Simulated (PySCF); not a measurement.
**Electron correlation in C⁺ (carbon, charge +1)**

[He] 2s1 2p1 3d1, one real determinant (an excited configuration). All numbers are calculated (PySCF 2.14, the spin-free X2C one-electron Hamiltonian (Gaussian nucleus), in aug-cc-pCVTZ-DK with one added diffuse shell each of s, p, d, f type (8s7p5d3f, 75 functions)). Frozen: nothing; 5 electrons correlated.

| level | correlation energy (mhartree) |
| --- | --- |
| CCSD | -57.89 |
| (T) | -0.29 |
| CCSD(T) | -58.18 |

Diagnostics: T1 = 0.012, D1 = 0.0378, largest double amplitude 0.057.

Task: Is a single reference adequate?

Result: Yes: T1 lies below 0.03 and no double amplitude reaches 0.07.

The reference is one real determinant that mixes LS terms of this configuration.
